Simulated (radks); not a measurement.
Question: The mean radii <r> (bohr) of the occupied orbitals of an atom or ion are listed with their occupations. All-electron calculation, scalar-relativistic Kohn-Sham, LDA (Slater exchange, Perdew-Wang correlation), spin-polarised, spherical densities, finite nucleus; Fermi nuclear charge, rms radius of each element as measured or else 0.836 A^(1/3) + 0.57 fm. Program: a radial shooting solver on a logarithmic mesh with Libxc functionals.

orbital  occ.     <r>
1s          2  0.4207

Name the element and its charge. Open shells, if any, are filled with parallel spins first.

Answer: Z = 4, beryllium, charge +2: Be2+ in [He]. The 1s radius gives Z: for a bare nucleus <r> = (2 gamma + 1)/(2Z) with gamma = sqrt(1 - (Z/c)^2), 0.3749 bohr for Z = 4, and screening makes it slightly larger (0.4207 here). The occupations add up to 2, and the charge is Z minus that.
